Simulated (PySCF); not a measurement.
Structure problem from calculated spectra and properties.

Formula: C4H9F3OSi.

* NMR, other nuclei: isotropic shieldings of nuclei other than C and H, by class: 264 (1 O), 240 (3 F), 401 (1 Si) ppm [GIAO KT3/pcSseg-1]
* UV, first state: lowest singlet excitation: 7.42 eV (167 nm, f = 0.002) [TDDFT wB97X-D/def2-SVPD]
* Dipole: 3.52 D [wB97X-D/def2-SVPD]
* Rotational structure: rotational constants A, B, C: 2.770, 0.655, 0.602 GHz [PBE0-D3(BJ)/def2-SVP]
* Triplet: lowest triplet excitation (Tamm–Dancoff): 7.12 eV [TDA wB97X-D/def2-SVPD]
* UV, strongest line: among the 10 lowest singlet transitions: S8 at 9.11 eV (136 nm, f = 0.062) [TDDFT wB97X-D/def2-SVPD]
* 13C NMR: chemical shifts (computed TMS as zero) by class: 129.7 (1 C), 73.2 (1 C), 26.3 (2 C) ppm [GIAO KT3/pcSseg-1]

Electronic properties: PySCF, gas phase, density fitting. Levels stand in brackets. Geometry: PBE0-D3(BJ)/def2-SVP, one conformer, isolated molecule. NMR classes are plain means over equivalent atoms (diastereotopic ones count apart unless rotation or inversion swaps them), as if these changed places fast.

Task: Propose a structure and show how it fits.

Result: Numbering: `[CH3:1][CH:2]([CH3:3])[O:4][SiH2:5][C:6]([F:7])([F:8])[F:9]`. Its formula, C4H9F3OSi, gives 0 degrees of unsaturation, so no ring and no π bond. 4 carbons fall into 3 classes; from least to most shielded: CF3 carbon [C6] (129.7 ppm), sp3 carbon bound to oxygen [C2] (73.2 ppm), methyl carbon [C1/C3] (26.3 ppm, 2 C). The other shieldings belong to: 264 ppm, silyl ether oxygen [O4]; 240 ppm, fluorine of a CF3 group [F7/F8/F9]; 401 ppm, oxygen-bound silicon [Si5]. The optimised geometry has point group C1 and is an asymmetric top. Structure: `FC(F)(F)[SiH2]OC(C)C`. The assignments are read from this structure; whether some other isomer fits the data as well wasn't checked.

Shape of the structure used: `[CH3:1][CH:2]([CH3:3])[O:4][SiH2:5][C:6]([F:7])([F:8])[F:9]`: C1–C2–O4–Si5 80°, C2–O4–Si5–C6 150°, O4–Si5–C6–F7 -179°.
